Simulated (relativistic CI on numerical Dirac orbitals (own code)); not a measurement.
Pm4+: 5s photoemission

Computed with this model: Dirac-Coulomb-Breit CI, orbitals from a KLI potential per configuration, model QED (radiative potential, 1s self-energy scaled to tabulated hydrogen-like ionisation energies), valence Slater integrals scaled by 0.7, multiplet model of photoemission in the sudden approximation; configurations [Xe] 4f3 → [Kr] 4d10 4f3 5s 5p6; 300 K; Lorentzian 1.05 eV and Gaussian 0.6 eV FWHM. Energies are those of the free ion, without screening or charge transfer. The energies are binding energies and can lie tens of eV above those of solids. Without intra-shell correlation the exchange splitting of an s hole comes out too large, often by half or more. S is read from ⟨S²⟩ = S(S + 1).

free ion: ground-state S = 1.46, centroid 95.17 eV. Peaks (eV, height): 94.6 (100), 96.0 (58).

Strongest unbroadened transitions for free ion:

```json
{"Energy (eV)": "94.61", "Relative strength": "100.0"}
{"Energy (eV)": "94.79", "Relative strength": "51.2"}
{"Energy (eV)": "96.21", "Relative strength": "66.9"}
{"Energy (eV)": "96.51", "Relative strength": "0.0"}
{"Energy (eV)": "96.58", "Relative strength": "2.9"}
{"Energy (eV)": "96.66", "Relative strength": "0.1"}
{"Energy (eV)": "96.86", "Relative strength": "1.3"}
{"Energy (eV)": "97.43", "Relative strength": "0.0"}
{"Energy (eV)": "97.59", "Relative strength": "0.0"}
{"Energy (eV)": "97.96", "Relative strength": "0.0"}
```
